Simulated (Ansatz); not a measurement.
Program: Ansatz. Geometries: PBE0-D4/def2-TZVP. ΔE: electronic, gas phase. CCSD(T)/CBS is the MP2 limit (def2-TZVPP, def2-QZVPP) plus CCSD(T) − MP2 in def2-TZVPP, frozen cores. This one scheme is used for every species. DFT in def2-TZVPP. For Br outer-core shells are correlated without core-valence functions, which leaves a few kJ/mol of doubt a bond. Scalar relativity is left out up to krypton. Each species was taken in one conformer, which may not be the lowest.

Reaction (ligand exchange at the Si–Br bond): `Cl[Si](Cl)(Cl)Br` + NH₃ → `N[Si](Cl)(Cl)Cl` + HBr

`Cl[Si](Cl)(Cl)Br`:

Z-matrix (Å, degrees):
```
Si
Cl 1 2.023
Cl 1 2.023 2 109.3
Br 1 2.188 2 109.7 3 120.2
Cl 1 2.023 2 109.3 3 -119.5
```

NH₃:

```xyz
4

N    -0.201   -0.194    0.036
H    -0.528    0.585   -0.522
H     0.117    0.184    0.919
H     0.612   -0.575   -0.434
```

`N[Si](Cl)(Cl)Cl`:

Z-matrix (Å, degrees):
```
Si
Cl 1 2.043
Cl 1 2.031 2 106.9
N 1 1.683 2 115.4 3 120.4
Cl 1 2.031 2 106.9 3 -119.2
H 4 1.007 1 120.8 2 75.8
H 4 1.007 1 120.8 2 -76.0
```

HBr:

```xyz
2

Br    0.345   -0.278    0.555
H    -0.345    0.278   -0.555
```

CCSD(T)/CBS gives +18.7 kJ/mol.

(1) Another level gave +10.8 kJ/mol. Which?
A. revPBE/def2-TZVPP
B. MP2/def2-TZVPP
C. HF/def2-TZVPP
D. LC-ωPBE/def2-TZVPP

Largest T1 diagnostic among the species: 0.009.

Answers

(1) D. LC-ωPBE 10.8, MP2/def2-TZVPP 18.7, revPBE 23.5, HF/def2-TZVPP 4.6 kJ/mol.

In def2-TZVPP, CCSD(T) changes the Hartree–Fock value by +7.8 kJ/mol (the triples alone add +2.2 kJ/mol) and MP2 by +14.2 kJ/mol. At CCSD(T), def2-SVP lies −10.0 kJ/mol from the extrapolated value and def2-TZVPP −6.4 kJ/mol.
